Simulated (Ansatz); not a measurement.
Gas-phase electronic energies from Ansatz, PBE0-D4/def2-TZVP geometries. CBS: MP2 limit from def2 TZ/QZ plus the TZ coupled-cluster correction, frozen cores. Functionals use def2-TZVPP. B3LYP here is the variant with VWN-RPA as its local correlation; programs differ in this. HSE06 is defined as in plane-wave codes. For Br, Ge, Ti outer-core shells are correlated without core-valence functions, which leaves a few kJ/mol of doubt a bond. Scalar relativity is left out up to krypton. One conformer a species, not always the lowest.

`[OH][Ti]([OH])([OH])[Cl]` + `[Cl][Ge]([Cl])([Cl])[Br]` → `[OH][Ti]([OH])([OH])[Br]` + germanium tetrachloride  (redistribution)

Q: Is it downhill or uphill in electronic energy at CCSD(T)/CBS, and by how much? (Estimate.)

A: Ansatz gave: Uphill: ΔE = +1.0 kcal/mol.

Q: What do these levels give: B3LYP-D4, HSE06-D4, CAM-B3LYP, HF/def2-SVP, HF/def2-TZVPP, CCSD/def2-TZVPP? (An estimate is asked.)

A: Ansatz gave: B3LYP-D4 1.7, HSE06-D4 1.4, CAM-B3LYP 1.3, HF/def2-SVP 0.9, HF/def2-TZVPP 1.0, CCSD/def2-TZVPP 1.0 kcal/mol.

Largest T1 diagnostic among the species: 0.024, so the coupled-cluster value is less sure than usual.

Leaving LDA and LC-ωPBE aside and taking each functional with its dispersion term where it has one, the values, not all of them listed here, spread over 1.2 kcal/mol, from PBE-QIDH to BLYP-D4. At CCSD(T), def2-SVP lies −1.1 kcal/mol from the extrapolated value and def2-TZVPP −0.3 kcal/mol.
